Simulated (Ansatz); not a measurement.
## Energy profile

The step: SiH₂OF₂ ([OH][SiH]([F])[F]) + SiH₃F ([F][SiH3]) + HCl → SiHClOF₂ ([OH][Si]([F])([F])[Cl]) + SiH₄ + HF; bonds formed: Si1–Cl7, Si2–H8, H6–F9; bonds broken: Si1–H8, Si2–F9, H6–Cl7 (atoms numbered as in the saddle structure below).

| atom | x (Å) | y (Å) | z (Å) |
| --- | --- | --- | --- |
| Si1 | -0.8980 | 0.9134 | -0.3083 |
| Si2 | 0.9752 | -1.5688 | -0.0693 |
| F3 | -1.0759 | 0.2058 | -1.7536 |
| F4 | -2.1166 | 0.2405 | 0.4461 |
| O5 | -0.9622 | 2.4719 | -0.7623 |
| H6 | 0.6790 | 0.1754 | 1.8429 |
| Cl7 | -0.0339 | 1.6425 | 1.6952 |
| H8 | 0.4561 | 0.0442 | -0.1921 |
| F9 | 1.1189 | -0.7839 | 1.7212 |
| H10 | 2.2145 | -2.2407 | 0.3815 |
| H11 | -0.2926 | -2.2583 | 0.2239 |
| H12 | 1.1482 | -1.4287 | -1.5414 |
| H13 | -1.2128 | 2.5869 | -1.6838 |

Electronic energies by CCSD(T) at an estimated basis limit (MP2 extrapolated from triple and quadruple zeta, plus CCSD(T) − MP2 in triple zeta), on PBE0-D4/def2-TZVP structures; Si2H6ClOF3, closed shell; no counterpoise correction. Program: Ansatz 0.2.0. Basis: def2-TZVPP and def2-QZVPP. Cores are frozen in the correlated methods. Extrapolation: Hartree–Fock as exp(−7.88 √X), correlation as X^−2.97.

**Question.** Give the profile in kJ/mol, counted from the separated reactants. (An estimate is asked for; the value comes from the calculation.)

**Answer.** The calculation gives:
```tsv
point	kJ/mol
separated: SiH2OF2 (linked as [OH][SiH]([F])[F]; Si1, F3, F4, O5, H8, H13; singlet) + SiH3F (linked as [F][SiH3]; Si2, F9, H10, H11, H12; singlet) + HCl (H6, Cl7; singlet)	0.0
start structure	-24.0
saddle	203.8
end structure	17.8
separated: SiHClOF2 (linked as [OH][Si]([F])([F])[Cl]; Si1, F3, F4, O5, Cl7, H13; singlet) + SiH4 (Si2, H8, H10, H11, H12; singlet) + HF (H6, F9; singlet)	32.6
```

No T1 diagnostic of these runs exceeds 0.012.

For scale, one of the runs: CCSD(T)/def2-TZVPP, 334 basis functions, launched by `ansatz run in.yaml --threads 4 --pin off --events-out ev --progress --plain --max-ram 66560MiB --backend cuda --devices 0, --max-vram 37GiB`. The run took 9 s on 4 CPU threads of an AMD EPYC 7R13 and a share of one NVIDIA H100 (shared host), with 0.86 GiB of host memory at its peak.
